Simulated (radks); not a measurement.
Species: the aluminium ion Al5+. Configuration: [He] 2s2 2p4. Calculated with a radial shooting solver on a logarithmic mesh with Libxc functionals: non-relativistic Kohn-Sham, r2SCAN, spin-polarised, spherical densities, point nucleus; open shells are filled with parallel spins first; meta-GGA in the generalised Kohn-Sham scheme.

Normalised radial functions P(r) = r R(r), r in bohr:

r,2s down,2p up
0.01039,0.2256,0.0078
0.01269,0.2672,0.0114
0.0155,0.3142,0.0167
0.01893,0.3662,0.0244
0.02312,0.4222,0.0354
0.02824,0.4800,0.0512
0.03449,0.5362,0.0734
0.04212,0.5856,0.1043
0.05145,0.6209,0.1468
0.06234,0.6325,0.2016
0.07614,0.6104,0.2764
0.093,0.5409,0.3725
0.1136,0.4125,0.4917
0.1387,0.2178,0.6334
0.1695,-0.0420,0.7937
0.207,-0.3555,0.9627
0.2528,-0.6929,1.1227
0.3088,-1.0074,1.2507
0.3741,-1.2372,1.3178
0.457,-1.3543,1.3060
0.5582,-1.3200,1.2003
0.6817,-1.1425,1.0093
0.8327,-0.8688,0.7637
1.017,-0.5700,0.5089
1.242,-0.3142,0.2907
1.517,-0.1407,0.1379
1.853,-0.0491,0.0523

2s down: eigenvalue -210.21 eV, 1 radial node at r = 0.165 bohr, <r> = 0.590 bohr, 90 % of the charge inside 0.921 bohr. 2p up: eigenvalue -181.57 eV, 0 radial nodes, <r> = 0.534 bohr, 90 % of the charge inside 0.880 bohr.
